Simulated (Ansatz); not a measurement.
`CC1CBC1` → `B1CCC1` + `[CH2]` (triplet)  (formal loss of a carbene)

Computed with Ansatz on PBE0-D4/def2-TZVP structures; ΔE is electronic, products minus reactants. CCSD(T)/CBS is the MP2 limit (def2-TZVPP, def2-QZVPP) plus CCSD(T) − MP2 in def2-TZVPP, frozen cores. This one scheme is used for every species. Functionals use def2-TZVPP. B3LYP here is the variant with VWN-RPA as its local correlation; programs differ in this. Triplets are unrestricted, without spin–orbit coupling.

(1) Is it downhill or uphill in electronic energy at CCSD(T)/CBS, and by how much? (Best estimate.)

(2) What do these levels give: CAM-B3LYP-D4, revPBE, B3LYP, MP2/def2-TZVPP, CCSD(T)/def2-TZVPP, SCS-MP2/def2-QZVPP? (An estimate is asked.)

Largest T1 diagnostic among the species: 0.011.

## Answers

(1) Ansatz gave: Uphill: ΔE = +442.5 kJ/mol.

(2) The calculation gave: CAM-B3LYP-D4 442.5, revPBE 412.9, B3LYP 426.1, MP2/def2-TZVPP 441.1, CCSD(T)/def2-TZVPP 431.2, SCS-MP2/def2-QZVPP 452.7 kJ/mol.

Leaving LDA and LC-ωPBE aside and taking each functional with its dispersion term where it has one, the values, not all of them listed here, spread over 41.1 kJ/mol, from r2SCAN0-D4 to ωB97X-V. LDA lies +72.1 kJ/mol from PBE without D4. From PBE to PBE0 (25 % exact exchange), in def2-TZVPP and without D4, ΔE moves by −5.4 kJ/mol. At CCSD(T), def2-SVP lies −11.8 kJ/mol from the extrapolated value and def2-TZVPP −11.3 kJ/mol.
